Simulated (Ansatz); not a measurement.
C2H4BF2N, SMILES C/N=C/B(F)F.

The structure is a stationary point at B3LYP-D3(BJ)/def2-SVP. The structure was generated by enumeration; whether it is a known compound was not checked. The values are those of a single conformer.

Two levels are set side by side: PBE/def2-SVPD (Ansatz, an electronic-structure program) and PBE0/def2-SVPD (Ansatz). Energy differences of separate SCF runs at the same geometry; the states with an electron removed or added have multiplicity 2 and 2. Differences are taken from unrounded values.

```csv
quantity,PBE0
vertical ionisation energy (eV),9.95
vertical singlet–triplet gap (eV),3.05
```

**Question.** What does PBE give, and how far is it from PBE0? (The exact figures need the calculation; the answer reports its results.)

**Answer.** 
| quantity | PBE | PBE minus PBE0 |
|---|---|---|
| vertical ionisation energy (eV) | 9.78 | -0.17 |
| vertical singlet–triplet gap (eV) | 3.04 | -0.01 |

On these quantities the two levels nearly agree.
